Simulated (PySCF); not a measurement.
## Calculated data, BGeH₅OSi

Computed with PySCF 2.14.0. Calculation on a computer-drawn molecule: optimised geometry and harmonic frequencies of an isolated molecule of the commonest isotopes, restricted reference for singlets and unrestricted otherwise, frozen core in MP2; on germanium a core potential holds 10 electrons, which the energies leave out, and 3d is frozen in MP2 and coupled-cluster steps.

## BGeH₅OSi

Start structure:
```xyz
9
BGeH5OSi
Si    -2.8427    -1.4833     1.2537
B     -2.0711    -0.5184    -0.1977
O     -2.0261     0.8241    -0.1557
Ge    -1.7910     2.2249    -1.0444
H     -1.9036    -2.0179     2.3336
H     -1.8444    -1.1330    -1.2702
H     -0.5784     2.8538    -0.4143
H     -1.5259     2.0219    -2.5370
H     -3.0139     3.0012    -0.8336
```

```
charge                                        : 0
multiplicity                                  : 1
method                                        : HF
basis                                         : cc-pV(D+d)Z
basis and core potential on germanium         : cc-pVDZ-PP ECP10MDF
rotational constants                          : 29.19, 0.9921, 0.9797 GHz
total energy                                  : -684.7486 hartree
convergence status largest gradient component : 3.052e-05 hartree/bohr
```

Drawn bonds:
```tsv
atom	other atom	order
1	2	1
2	3	1
3	4	1
1	5	1
2	6	1
4	7	1
4	8	1
4	9	1
```

Optimised structure:
```xyz
9
BGeH5OSi
Si    -2.9393    -1.6997     1.3716
B     -2.2804    -0.4502    -0.1285
O     -2.2573     0.8835     0.0768
Ge    -1.7535     2.2190    -1.0207
H     -1.5314    -1.9490     1.8893
H     -1.9393    -0.9027    -1.2069
H     -0.5931     2.9265    -0.3301
H     -1.3394     1.6096    -2.3574
H     -2.9632     3.1362    -1.1596
```

Modes:
```tsv
frequency (cm⁻¹)	reduced mass (dalton)
43.41	1.251
91.56	5.322
106.9	6.957
205.2	6.539
285.9	1.25
521.3	1.353
571.5	2.026
668.1	4.087
696.8	1.33
697.6	1.176
926.7	1.425
940.3	1.093
949	1.044
957.1	1.026
1178	1.342
1366	7.332
2120	1.041
2257	1.023
2262	1.024
2276	1.012
2553	1.085
```
